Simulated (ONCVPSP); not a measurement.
Transferability test, ONCV potential for lithium

| Property | Result |
| --- | --- |
| Element | lithium (Li) |
| Generator | ONCVPSP 4.0.1 |
| Type | optimised norm-conserving Vanderbilt (ONCV) |
| Functional | LDA (Perdew-Wang 92) |
| Relativity | scalar-relativistic |
| Frozen core | none |
| Valence charge | 3 |
| Reference configuration | 1s2 2s0.75 2p0.25 |
| Partial waves | 1s+2s: rc 1.15 bohr, ncon 4, nbas 7, qcut 8.8 1/bohr, 3 projectors, debl 1.5 Ha; 2p: rc 4.00 bohr, ncon 4, nbas 7, qcut 2.2 1/bohr, 2 projectors, debl 2.7 Ha |
| Local potential | polynomial inside 0.95 bohr (lpopt 5, dvloc0 0 Ha) |
| Core correction | none |

Energies are relative to the spin-unpolarised reference configuration 1s2 2s0.75 2p0.25; without spin polarisation the order of configurations can differ from experiment.

Question: Give the all-electron excitation energy and the error of the potential for: 1s2 2s1 2p0; 1s2 2s0 2p0; 1s2 2s0.5 2p0; 1s2 2s0 2p1.

Answer:

```csv
valence configuration,charge,ΔE all-electron (eV),error AE − PS (meV)
1s2 2s1 2p0,0,-0.437,-0.5
1s2 2s0 2p0,+1,4.800,+5.5
1s2 2s0.5 2p0,+0.5,1.606,+1.8
1s2 2s0 2p1,0,1.316,-6.2
```
